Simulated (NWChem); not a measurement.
# SiHF cation, doublet; SMILES of the neutral closed-shell parent F[SiH]

```xyz
3

Si     0.1389     0.5593     0.0000
H     -1.1837     1.3157     0.0000
F     -0.0302    -1.0030     0.0000
```
Atoms are numbered in this order, from 1.

All runs: NWChem. Geometry optimised at PBE0/def2-SVP; all other runs use it. Pople sets run with spherical d functions. Spin-unrestricted. In the optimisation the excess spin sits in a' (Cs, its own frame). This spin state was assumed; another may lie lower. Spin-orbit coupling enters the g values alone. Excited states of an open shell can be spin-contaminated.

| quantity | level | value |
|---|---|---|
| vertical, lowest excitation (eV) | B3LYP/aug-cc-pVDZ, TDA | 3.28 |
| Δg2 (ppt) | PBE0/x2c-SVPall, ZORA | -0.12 |
| lowest empty minus highest occupied level, either spin (eV) | KT2/def2-TZVP | 2.12 |
| A(iso) 29Si atom 1 (MHz) | PBE/IGLO-III | -978 |
| charge (e), Mulliken F3 | UHF/6-31G* | -0.42 |
| highest harmonic frequency (cm⁻¹) | PBE0/def2-SVP | 1982 |
